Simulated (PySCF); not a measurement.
Te(Cl)2 cation (Cl2Te), SMILES Cl[Te]Cl (connectivity only; charge and spin as stated), charge +1, multiplicity 2.

Geometry: B3LYP-D3(BJ)/def2-TZVP. The multiplicity is an assumed one; other spin states were not compared. The isomer is the one that the SMILES or the coordinates give; other isomers of the formula were not compared. The def2 effective core potentials stand for the cores of Te; spin–orbit coupling is left out.

Method: PySCF with TDA-PBE/def2-SVPD.

Vertical excitations. Isolated molecule, no solvent.

| state | energy (eV) | λ (nm) | f | main pairs |
|---|---|---|---|---|
| root 1 | 2.57 | 482 | 0.000 | β HOMO→LUMO 100 % |
| root 2 | 2.84 | 437 | 0.000 | α HOMO→LUMO 57 %, β HOMO−2→LUMO 43 % |
| root 3 | 2.88 | 431 | 0.000 | α HOMO→LUMO 42 %, β HOMO−2→LUMO 57 % |
| root 4 | 2.93 | 423 | 0.000 | α HOMO→LUMO+1 100 % |
| root 5 | 3.06 | 405 | 0.025 | β HOMO−1→LUMO 90 % |
| root 6 | 3.98 | 312 | 0.014 | β HOMO−3→LUMO 92 % |
| root 7 | 4.35 | 285 | 0.001 | α HOMO−1→LUMO 57 %, β HOMO→LUMO+1 41 % |
| root 8 | 4.56 | 272 | 0.000 | α HOMO−1→LUMO+1 63 %, β HOMO→LUMO+2 31 % |
| root 9 | 4.65 | 267 | 0.002 | β HOMO−4→LUMO 96 % |
| root 10 | 4.67 | 266 | 0.000 | α HOMO−2→LUMO 61 %, β HOMO−2→LUMO+1 33 % |
Unrestricted roots are not spin-pure.
